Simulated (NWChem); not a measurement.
**Atomisation of CH7FN2Si**

SMILES: FC[SiH](N)N
```xyz
12

N      1.3913    -0.3208    -1.3606
Si     0.6810     0.2063     0.1407
N     -0.1974     1.6929    -0.0367
C     -0.6396    -0.9252     0.9543
F     -1.8555    -0.7961     0.2565
H      0.8056    -0.5052    -2.1788
H      2.2122    -0.9308    -1.3506
H      1.8554     0.2672     1.0835
H     -1.2166     1.6057    -0.0750
H      0.1370     2.4225    -0.6694
H     -0.8109    -0.6388     2.0184
H     -0.3362    -1.9973     0.9486
```
Charge 0, spin multiplicity 1.

The numbers come from NWChem runs, not from measurements. All single points use one geometry, from PBE/def2-SVP, a minimum by its harmonic frequencies. It is one conformer; others weren't searched.

Basis set: def2-SVP. The atomisation energy is electronic alone: no zero-point, thermal, spin-orbit or counterpoise terms. No value is extrapolated to the basis-set limit. Free atoms are single determinants with multiplicities N 4, Si 3, C 3, F 2, H 2. Correlated methods freeze the same cores in atoms and molecule, 9 orbitals in all.

```
method     atomisation energy (kcal/mol)  relative cost
---------  -----------------------------  -------------
HF                                 705.1              1
BHandHLYP                          975.8        under 3
B3LYP                             1007.9        under 3
BP86                              1041.9        under 3
MP2                                951.4        under 3
PBE                               1029.1        under 3
PBE0                              1006.6        under 3
M06-2X                            1009.8              3
```

The values span 336.8 kcal/mol, from HF (lowest) to BP86 (highest). Costs are rough ratios of processor time within this set of runs, SCF included, with HF as 1. Costs are the molecule's.

B3LYP has NWChem's definition, with VWN1-RPA local correlation. The structure started from a generated list of species. The stability of the SCF solutions was not checked. Open-shell Hartree-Fock references start from PBE0 orbitals; any time given for them includes that run.
